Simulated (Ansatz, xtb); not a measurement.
# BrCdH2N: which of two structures lies lower

Structure a: a triplet given by its coordinates. Structure b: `[NH2][Cd][Br]`, a singlet. Both are isolated molecules in the gas phase, relaxed with PBE0-D4/def2-SVP; the shapes shown needn't be the lowest conformers.

a (Å):

```yaml
atoms:
  - { symbol: Br, position_ang: [-1.3455, 1.4864, 0.5327] }
  - { symbol: Cd, position_ang: [-0.7567, -0.6541, -0.5721] }
  - { symbol: N, position_ang: [1.3663, 0.1591, 0.4295] }
  - { symbol: H, position_ang: [-0.7407, -2.0930, -1.4091] }
  - { symbol: H, position_ang: [1.5263, 1.0279, 0.9777] }
```

Close contacts (Å): Br1–Cd2 2.48, Cd2–N3 2.48, Cd2–H4 1.66, N3–H5 1.04.

b (Å):

```json
{"atom": "Br", "x (Å)": "1.6580", "y (Å)": "-2.7527", "z (Å)": "0.8223"}
{"atom": "Cd", "x (Å)": "0.4998", "y (Å)": "-0.7337", "z (Å)": "0.1900"}
{"atom": "N", "x (Å)": "-0.3230", "y (Å)": "0.9975", "z (Å)": "-0.4116"}
{"atom": "H", "x (Å)": "-1.1336", "y (Å)": "0.8524", "z (Å)": "-1.0133"}
{"atom": "H", "x (Å)": "-0.6513", "y (Å)": "1.5628", "z (Å)": "0.3712"}
```

Q: Which of the two would you expect CCSD(T)/def2-TZVP electronic energies to favour?

A: Structure b; the calculation gives E(b) − E(a) = −86.3 kcal/mol.

Level by level:

| level | geometry | E(b) − E(a) (kcal/mol) | departure from the last row (kcal/mol) | job, with rough time for the two |
| --- | --- | --- | --- | --- |
| PBE0-D4/def2-SVP | PBE0-D4/def2-SVP | −82.2 | +4.1 | optimisation, 40 s |
| HF/def2-TZVP | PBE0-D4/def2-SVP | −48.3 | +38.0 | part of the CCSD(T) run |
| MP2/def2-TZVP | PBE0-D4/def2-SVP | −95.6 | −9.4 | part of the CCSD(T) run |
| CCSD(T)/def2-TZVP | PBE0-D4/def2-SVP | −86.3 |  | single point, 2.9 min |

The levels shown agree on the order. The largest departure from CCSD(T)/def2-TZVP is that of HF/def2-TZVP, 38.0 kcal/mol. Levels run at GFN2-xTB geometries aren't shown. The triplet state of a needn't be its ground state.

With harmonic frequencies from PBE0-D4/def2-SVP (ideal gas, rigid rotor, one conformer each, 298.15 K, 1 atm): the zero-point term adds +5.4 kcal/mol; ΔH is −81.3 and ΔG −79.1 kcal/mol.

Open shells are spin-unrestricted. The correlated steps freeze 10 core orbitals; the filled d shell of Br is correlated, in a basis made for valence electrons. Atoms past krypton carry core potentials in the def2 sets and no spin–orbit term is included. ΔG holds the spin degeneracy. Codes used: Ansatz 0.2.0; the last row on 2 threads of Arm Neoverse V2 on a shared host.
